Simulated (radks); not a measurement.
Problem. Numerical settings for neutral bromine, [Ar] 3d10 4s2 4p5. Method: scalar-relativistic Kohn-Sham, PBE, spin-polarised, spherical densities, point nucleus; open shells are filled with parallel spins first; computed with a radial shooting solver on a logarithmic mesh with Libxc functionals. The defaults (mesh step 0.008 in ln r, mesh end at 40 bohr or more with all orbitals vanishing there, Anderson mixing 0.5 over 9 steps, residual threshold near 1e-9 with the energy settled to 1e-9 hartree or 1e-11 of itself, here a cap of 51 iterations) give E = -2606.4197 hartree and 4p at -7.452 eV in 14 iterations. Run on one thread of a shared host, so times are rough (Arm Neoverse V2): 0.16 s of CPU time, 0.16 s wall, 14 iterations on 2669 mesh points. One setting is changed at a time: mesh step in ln r 0.003; mesh step in ln r 0.2; mesh step in ln r 0.03; mesh end (bohr) 1; mesh end (bohr) 20; residual threshold 0.01; residual threshold 1e-16; mixing 1; linear mixing, mixing 0.2; linear mixing, mixing 0.8; mixing history 2; iteration cap 3. Which runs fail to converge, and which converge to a wrong energy?

Solution. Not converged within the cap: mesh step in ln r 0.2; residual threshold 1e-16; linear mixing, mixing 0.2; linear mixing, mixing 0.8; iteration cap 3. Settled on a wrong energy, with an occupied level pushed above zero by the early mesh end: mesh end (bohr) 1 (+159 hartree). Apart from these: no run marked as converged misses the energy by more than 1 mhartree.
